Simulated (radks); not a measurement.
Q: The mean radii <r> (bohr) of the occupied orbitals of an atom or ion are listed with their occupations. Calculated with a radial shooting solver on a logarithmic mesh with Libxc functionals: non-relativistic Kohn-Sham, Slater X-alpha with alpha = 0.667, spin-polarised, spherical densities, point nucleus.

orbital  occ.      <r>
1s up       1  0.03313
1s down     1  0.03313
2s up       1   0.1439
2s down     1   0.1439
2p up       3   0.1230
2p down     3   0.1230
3s up       1   0.3927
3s down     1   0.3926
3p up       3   0.3848
3p down     3   0.3847
3d up       5   0.3577
3d down     5   0.3576
4s up       1   0.9721
4s down     1   0.9712
4p up       3    1.046
4p down     3    1.046
4d up       5    1.366
4d down     3    1.378

Name the element and its charge. Open shells, if any, are filled with parallel spins first.

A: Z = 46, palladium, charge +2: Pd2+ in [Kr] 4d8. The 1s radius gives Z: for a bare nucleus <r> = 1.5/Z, 0.03261 bohr for Z = 46, and screening makes it slightly larger (0.03313 here). The occupations add up to 44, and the charge is Z minus that.
